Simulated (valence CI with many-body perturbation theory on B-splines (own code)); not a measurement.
**Level structure of Ge¹⁰⁺**

Computed by valence CI with perturbative core correlation (CI+MBPT): four valence electrons over a frozen Dirac-Fock core [Ar], a basis of 7 s, 7 p, 8 d, 6 f, 4 g, 1 h functions for each j, with the one-electron correlation potential Σ1 (screened to all orders), the two-electron term Σ2, the three-electron term Σ3, Breit, model QED; selected single and double excitations, second order for the rest, scaled by the run's own slope (own B-spline code, finite nucleus).

No measured levels were compared; by estimate terms of the open shell hold to 2 to 4 % of their energy, and close levels can change places. Excitations out of the core, of the other parity, are not computed and may begin above about 64.6 eV (a cautious bound); beyond it only levels of the ground parity were kept, without lifetimes.

Levels 46 to 64 of 64, with energies above the lowest level, 3d⁴ ⁵D_0. "Leading %" is the weight of the configuration and term that name the level; weights of strongly mixed levels are sums over their largest components and can fall short. In the jj column 3d3/2^4 stands for four electrons in 3d with j = 3/2.

| No. | Configuration | Term | J | E (eV) | Leading % | Leading jj | g | Second component |
| --- | --- | --- | --- | --- | --- | --- | --- | --- |
| 46 | 3d³4s | ³G | 3 | 113.25 | 98 | 3d3/2 3d5/2^2 4s (52 %) | 0.752 |  |
| 47 | 3d³4s | ³G | 4 | 113.36 | 91 | 3d3/2^2 3d5/2 4s (54 %) | 1.041 |  |
| 48 | 3d³4s | ³G | 5 | 113.55 | 86 | 3d3/2^2 3d5/2 4s (63 %) | 1.181 | 9 % 3d³4s ³H |
| 49 | 3d³4s | ³P | 0 | 113.80 | 99 | 3d3/2^2 3d5/2 4s (94 %) |  |  |
| 50 | 3d³4s | ³P | 1 | 113.81 | 73 | 3d3/2^2 3d5/2 4s (56 %) | 1.308 | 13 % 3d³4s ¹P |
| 51 | 3d³4s | ¹G | 4 | 114.11 | 69 | 3d3/2^2 3d5/2 4s (72 %) | 0.945 | 29 % 3d³4s ³H |
| 52 | 3d³4s | ³P | 2 | 114.35 | 81 | 3d3/2 3d5/2^2 4s (51 %) | 1.463 | 7 % 3d³4s ³D |
| 53 | 3d³4s | ³P | 2 | 114.52 | 56 | 3d3/2 3d5/2^2 4s (70 %) | 1.371 | 37 % 3d³4s ³D |
| 54 | 3d³4s | ³P | 1 | 114.58 | 63 | 3d3/2 3d5/2^2 4s (70 %) | 1.189 | 33 % 3d³4s ³D |
| 55 | 3d³4s | ³P | 0 | 114.80 | 100 | 3d3/2 3d5/2^2 4s (94 %) |  |  |
| 56 | 3d³4s | ³P | 1 | 114.90 | 45 | 3d3/2 3d5/2^2 4s (70 %) | 1.069 | 33 % 3d³4s ³D |
| 57 | 3d³4s | ³H | 5 | 115.05 | 89 | 3d3/2 3d5/2^2 4s (67 %) | 1.049 | 10 % 3d³4s ³G |
| 58 | 3d³4s | ³H | 6 | 115.11 | 100 | 3d3/2 3d5/2^2 4s (100 %) | 1.166 |  |
| 59 | 3d³4s | ³H | 4 | 115.14 | 67 | 3d3/2 3d5/2^2 4s (49 %) | 0.869 | 26 % 3d³4s ¹G |
| 60 | 3d³4s | ³D | 3 | 115.33 | 98 | 3d3/2 3d5/2^2 4s (55 %) | 1.335 |  |
| 61 | 3d³4s | ³D | 2 | 115.55 | 54 | 3d5/2^3 4s (65 %) | 1.303 | 41 % 3d³4s ³P |
| 62 | 3d³4s | ¹H | 5 | 115.85 | 96 | 3d3/2 3d5/2^2 4s (81 %) | 1.004 |  |
| 63 | 3d³4s | ¹P | 1 | 116.09 | 66 | 3d5/2^3 4s (79 %) | 0.973 | 19 % 3d³4s ³D |
| 64 | 3d³4s | ¹D | 2 | 116.12 | 86 | 3d5/2^3 4s (45 %) | 1.058 | 11 % 3d³4s ³P |

Names give the largest LS component (configuration and term), which can be under half, so a name can repeat, a term be missing and a line seem to break the LS rules; names also repeat where a configuration has a term twice.

Where two levels of one J and parity lie close, their mixing, g and order are uncertain.
